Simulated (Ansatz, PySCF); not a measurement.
System: sum formula H$_{2}$SiO$_{2}$Br (charge 0, doublet). It need not be the lowest isomer of its formula. 
Structure (B3LYP-D3(BJ)/def2-TZVP (Ansatz, a program for electronic structure) minimum search):
```
Si
O 1 1.6351
H 2 0.9643 1 117.45
O 1 1.6476 2 106.08 3 -5.76
H 4 0.9621 1 118.29 2 166.04
Br 1 2.2702 2 111.11 3 113.71
```
Charge 0, spin multiplicity 2.

Total electronic energies in hartree. Correlated levels leave the core frozen unless marked. UHF or UKS for open shells. No spin-orbit coupling. Frozen are the shells of the preceding noble gas and the d and f shells that filled before the atom's block. Non-relativistic. CBS(X,Y): correlation extrapolated as X^-3; Hartree-Fock from the larger set. The bracket is a focal-point correction in the basis named.

```tsv
level	program	energy (Eh)
HF/def2-SVP	Ansatz	-3011.81300
HF/def2-QZVPP	Ansatz	-3012.50707
HF-D3(BJ)/def2-TZVPD	PySCF + dftd3	-3012.48169
RI-HF/def2-TZVPP	Ansatz	-3012.44066
revPBE-D4/def2-TZVPD	Ansatz + dftd4	-3015.16588
r2SCAN/def2-TZVPD	Ansatz	-3015.37574
r2SCAN-D3(BJ)/def2-TZVPD	Ansatz + dftd3	-3015.37706
B97M-V/def2-TZVPD	Ansatz	-3014.89745
PBE0-D4/def2-TZVP	Ansatz + dftd4	-3014.90731
PBE0-D4/def2-TZVPD	Ansatz + dftd4	-3014.91053
PBE0/def2-TZVP	Ansatz	-3014.90282
BHLYP-D4/def2-TZVPD	Ansatz + dftd4	-3015.41039
BHLYP/def2-TZVPD	Ansatz	-3015.40305
r2SCAN0/def2-TZVPD	Ansatz	-3015.34672
HSE06/def2-TZVPD	Ansatz	-3014.89772
LC-wPBE-D3(BJ)/def2-TZVPD	Ansatz + dftd3	-3014.95280
LC-wPBE/def2-TZVPD	Ansatz	-3014.94770
B2GP-PLYP-D3(BJ)/def2-TZVPD	Ansatz + dftd3	-3014.64405
RPA@PBE/def2-TZVPP	Ansatz	-3013.54472
MP2/STO-3G	Ansatz	-2979.25083
SCS-MP2/6-31G*	Ansatz	-3012.52781
SCS-MP2/def2-TZVPP	Ansatz	-3013.15784
RI-MP2/CBS(def2-TZVPP,def2-QZVPP)+[CCSD(T)-MP2]/def2-TZVPP	Ansatz	-3013.4062
```

Totals of different functionals don't rank their quality; only differences between species are comparable.
